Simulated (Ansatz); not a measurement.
Basis sets compared for the cluster Al2B5. Charge 0, multiplicity 2. Geometry PBE0-D4/def2-SVP. Ansatz on 4 threads of Arm Neoverse V1 on a shared host; times are rough, and most runs start from earlier orbitals.

```xyz
7

B     0.351    1.064   -0.275
B     0.692   -0.301   -1.239
B     1.243   -0.264    0.281
B    -0.794    0.200   -1.198
B    -1.134    0.537    0.347
Al    0.227    0.513    1.935
Al   -0.585   -1.748    0.150
```

LC-ωPBE has ω = 0.4 bohr⁻¹. The structure comes from a short search, and lower isomers may exist.

Binding counts from free atoms (B doublet, Al doublet) in the same basis, without a counterpoise term.

| level | functions | energy (Eh) | HOMO (eV) | LUMO (eV) | binding per atom (eV) | wall time |
| --- | --- | --- | --- | --- | --- | --- |
| PBE-D4/def2-SVP | 106 | -608.2227 | -5.03 | -3.96 | 4.01 | 2.1 s |
| PBE-D4/def2-TZVP (with forces) | 229 | -608.5185 | -5.04 | -3.94 | 3.94 | 6 s |
| PBE0-D4/def2-SVP | 106 | -608.2753 | -5.83 | -3.20 | 3.89 | 3.9 s |
| PBE0-D4/def2-TZVP | 229 | -608.5683 | -5.84 | -3.15 | 3.81 | 12 s |
| LC-ωPBE/def2-TZVP | 229 | -608.6119 | -7.99 | -1.13 | 3.64 | 17 s |

(1) Estimate the rows for PBE-D4/def2-TZVPD, PBE0-D4/def2-TZVPD, LC-ωPBE/def2-TZVPD.

Answers

(1) 
| level | functions | energy (Eh) | HOMO (eV) | LUMO (eV) | binding per atom (eV) | wall time |
| --- | --- | --- | --- | --- | --- | --- |
| PBE-D4/def2-TZVPD | 271 | -608.5191 | -5.04 | -3.94 | 3.94 | 9 s |
| PBE0-D4/def2-TZVPD | 271 | -608.5688 | -5.84 | -3.16 | 3.81 | 25 s |
| LC-ωPBE/def2-TZVPD | 271 | -608.6126 | -7.99 | -1.16 | 3.64 | 34 s |
